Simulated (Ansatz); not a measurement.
Input file:

```yaml
crystal:
  periodic: [false, false, false]
  atoms:
    - { symbol: B, position_ang: [-0.16326, -0.404051, -0.024257] }
    - { symbol: O, position_ang: [-0.441329, 0.107243, 1.198676] }
    - { symbol: H, position_ang: [-1.111095, -0.385195, 1.696952] }
    - { symbol: H, position_ang: [0.648759, 0.135654, -0.722315] }
    - { symbol: F, position_ang: [-0.79441, -1.499589, -0.433427] }
    - { symbol: Cl, position_ang: [0.7515, 3.062361, 1.625123] }
    - { symbol: H, position_ang: [0.237433, 1.868275, 1.618749] }
basis:
  gaussian: { orbitals: def2-SVP }
hamiltonian:
  xc: b3lyp
  dispersion: d4
neb:
  order_check: false
  images: 5
  f_tol: 0.05
  max_iterations: 60
  final_atoms:
    - { symbol: B, position_ang: [0.09258243, 0.40507416, 0.02315558] }
    - { symbol: O, position_ang: [-0.06620374, 0.01856537, 1.69417393] }
    - { symbol: H, position_ang: [-0.9156862, -0.45055832, 1.77516366] }
    - { symbol: H, position_ang: [1.10565502, -0.14717295, -0.31788947] }
    - { symbol: F, position_ang: [-1.08437132, -0.07436266, -0.46016166] }
    - { symbol: Cl, position_ang: [0.17810328, 2.2467946, 0.11944745] }
    - { symbol: H, position_ang: [-0.18248147, 0.88635781, 2.12561152] }
  initial_path:
    images:
      - { positions_ang: [[-0.16326, -0.404051, -0.024257], [-0.441329, 0.107243, 1.198676], [-1.111095, -0.385195, 1.696952], [0.648759, 0.135654, -0.722315], [-0.79441, -1.499589, -0.433427], [0.7515, 3.062361, 1.625123], [0.237433, 1.868275, 1.618749]] }
      - { positions_ang: [[-0.08849164, -0.28486239, -0.00175423], [-0.31257805, 0.09990574, 1.39727397], [-1.06548181, -0.32570693, 1.82939142], [0.80847392, 0.07400052, -0.64280266], [-0.87470486, -1.04710733, -0.51747144], [0.51428167, 2.72440102, 1.27301193], [0.14609878, 1.64406738, 1.621852]] }
      - { positions_ang: [[-0.01372329, -0.16567379, 0.02074853], [-0.1838271, 0.09256848, 1.59587194], [-1.01986862, -0.26621887, 1.96183085], [0.96818883, 0.01234703, -0.56329031], [-0.95499972, -0.59462566, -0.60151588], [0.27706334, 2.38644104, 0.92090087], [0.05476455, 1.41985977, 1.624955]] }
      - { positions_ang: [[0.06104507, -0.04648518, 0.0432513], [-0.05507615, 0.08523122, 1.79446992], [-0.97425543, -0.2067308, 2.09427027], [1.12790375, -0.04930645, -0.48377797], [-1.03529459, -0.14214399, -0.68556031], [0.03984502, 2.04848106, 0.5687898], [-0.03656967, 1.19565215, 1.628058]] }
      - { positions_ang: [[0.07155752, 0.1040346, 0.03655272], [-0.05878534, 0.06300927, 1.76103792], [-0.95473235, -0.28800664, 1.9879014], [1.12048751, -0.08192862, -0.4284818], [-1.0516535, -0.11955022, -0.61042743], [0.0859311, 2.11458557, 0.41900902], [-0.08520694, 1.09255404, 1.79390917]] }
      - { positions_ang: [[0.08206997, 0.25455438, 0.02985415], [-0.06249454, 0.04078732, 1.72760592], [-0.93520928, -0.36928248, 1.88153253], [1.11307126, -0.11455079, -0.37318564], [-1.06801241, -0.09695644, -0.53529454], [0.13201719, 2.18069008, 0.26922823], [-0.1338442, 0.98945592, 1.95976034]] }
      - { positions_ang: [[0.09258243, 0.40507416, 0.02315558], [-0.06620374, 0.01856537, 1.69417393], [-0.9156862, -0.45055832, 1.77516366], [1.10565502, -0.14717295, -0.31788947], [-1.08437132, -0.07436266, -0.46016166], [0.17810328, 2.2467946, 0.11944745], [-0.18248147, 0.88635781, 2.12561152]] }
```

Command:

```bash
$ ansatz run input.yaml --threads 1 --pin off --max-ram 2048MiB --backend cpu --events-out ev --progress --plain --runs-dir out
```

Hardware: 1 thread of Arm Neoverse V1, with other jobs on the host.

Roughly how long does this run take, and how much memory?

3.7 min, with a peak of 0.16 GiB, for 17 band iterations.
